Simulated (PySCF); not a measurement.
Species: C₄H₁₁NSi₂.
Atom-mapped SMILES: `[CH3:1]/[N:2]=[CH:3]/[SiH:4]1[CH2:5][SiH2:6][CH2:7]1` (hydrogens: H8, H9, H10 on C1; H11 on C3; H12 on Si4; H13, H14 on C5; H15, H16 on Si6; H17, H18 on C7)

A linear-response calculation (PySCF, def2-SVPD basis, gas phase, vertical, core orbitals frozen in the response) gave these numbers; the functional is withheld.

Orbital energies (eV): HOMO-3 -8.41, HOMO-2 -7.99, HOMO-1 -7.47, HOMO -6.84, LUMO -1.15, LUMO+1 0.19, LUMO+2 0.34.

```csv
state,E (eV),f,"main configurations (H = HOMO, L = LUMO)"
S1,4.30,0.0023,H→L (95%)
S2,5.39,0.020,H-1→L (91%)
S3,6.11,0.149,H-2→L (87%)
S4,6.15,0.0035,H→L+1 (93%)
S5,6.30,0.012,H→L+2 (92%)
S6,6.41,0.0029,H-3→L (97%)
```

Triplets, Tamm–Dancoff:

| state | E (eV) | λ (nm) | main configurations (H = HOMO, L = LUMO) |
| --- | --- | --- | --- |
| T1 | 3.54 | 350.2 | H→L (89%) |
| T2 | 4.56 | 271.9 | H-2→L (36%), H-4→L (23%), H-1→L (17%) |
| T3 | 5.24 | 236.8 | H-1→L (71%), H-2→L (9%) |
| T4 | 5.99 | 206.8 | H-2→L (41%), H-4→L (22%), H→L+1 (20%) |

Vertical ionisation energy by ΔSCF with the same functional: 8.76 eV. Mean static polarisability: 111.0 au.

**Question.** Which of these was used?
A. PBE
B. B3LYP
C. HF
D. wB97X-D

**Answer.** B. B3LYP is a global hybrid with 20% exact exchange. In this run −ε(HOMO) = 6.84 eV differs from the ΔSCF value by -1.92 eV, and S1 differs from the orbital gap of 5.69 eV by -1.39 eV. The ratio −ε(HOMO)/IP is 0.78. Usual ranges for neutral molecules in this basis: 0.67 to 0.83 with B3LYP, 0.5 to 0.7 with PBE, 0.89 to 0.99 with wB97X-D; Hartree–Fock can't fall below 1, since the ion's relaxation only lowers the ΔSCF value.

Method: TDDFT B3LYP/def2-SVPD, vertical, gas phase, core orbitals frozen in the response in PySCF 2.14.0, density-fitted response routines. Geometry: PBE0-D3(BJ)/def2-SVP, one conformer, isolated molecule.

Conformer computed: `[CH3:1]/[N:2]=[CH:3]/[SiH:4]1[CH2:5][SiH2:6][CH2:7]1`: N2–C3–Si4–C5 8°.
